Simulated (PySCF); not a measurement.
BeO, SMILES [Be]=[O].

Geometry: B3LYP-D3(BJ)/def2-TZVPD.

These are IEF-PCM-M06-2X/def2-TZVPD in PySCF values and carry that method's errors.

The values are the electrostatic part of the solvation free energy, E(continuum) − E(gas) at the gas-phase geometry, in a cavity of scaled van der Waals radii (PySCF's table); cavitation and dispersion terms are not included. A continuum can't describe solvent molecules that bind to the metal. In vacuum the orbital gap is 5.33 eV. The dipole moment in vacuum is 6.76 D.

Computed values in water (ε = 78.36), ethanol (ε = 24.85), tetrahydrofuran (ε = 7.43):
```
solvent              ε  ΔG(elec) (kcal/mol)  dipole (D)  gap (eV)
---------------  -----  -------------------  ----------  --------
water            78.36                -36.0        8.76      7.48
ethanol          24.85                -34.4        8.68      7.37
tetrahydrofuran   7.43                -29.2        8.42      7.05
```
